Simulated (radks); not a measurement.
Task: All-electron atom: Os LXX in [He] 2s2 2p3. All-electron calculation, scalar-relativistic Kohn-Sham, PBE, spin-polarised, spherical densities, finite nucleus; open shells are filled with parallel spins first (spin-orbit coupling, left out, can overturn this in heavy ions); Fermi nuclear charge, rms radius 5.4126 fm. Program: a radial shooting solver on a logarithmic mesh with Libxc functionals. Some entries of the table are withheld. Estimate them.

| orbital | occ. | eigenvalue (hartree) | r(max) (bohr) |
|---|---|---|---|
| 1s up | 1 | (1) | 0.01102 |
| 1s down | 1 | (2) | 0.01102 |
| 2s up | 1 | -717.2917 | 0.06227 |
| 2s down | 1 | -713.7328 | 0.06235 |
| 2p up | 3 | -660.8114 | (3) |
| 2p down | 0 | -656.7032 | (4) |

Result: 
(1) 1s up eigenvalue (hartree): -2988.001
(2) 1s down eigenvalue (hartree): -2985.972
(3) 2p up r(max) (bohr): 0.05087
(4) 2p down r(max) (bohr): 0.05098
